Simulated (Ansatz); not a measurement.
`O[Si]1(Br)CC1`, charge 0, multiplicity 1.

Problem. Give a relaxed structure at PBE0-D4/def2-TZVP (Ansatz). (Best estimate.)

Solution. Computed: 
Z-matrix (Å, degrees):
```
Si
Br 1 2.210
C 1 1.816 2 118.7
O 1 1.630 2 111.2 3 151.7
C 1 1.807 2 120.7 3 -60.8
H 3 1.085 1 121.2 2 -3.3
H 3 1.086 1 120.3 2 147.2
H 4 0.959 1 117.8 2 -46.7
H 5 1.086 1 119.9 2 -150.5
H 5 1.085 1 121.1 2 -1.0
```
This is one stationary point; other conformers may exist.
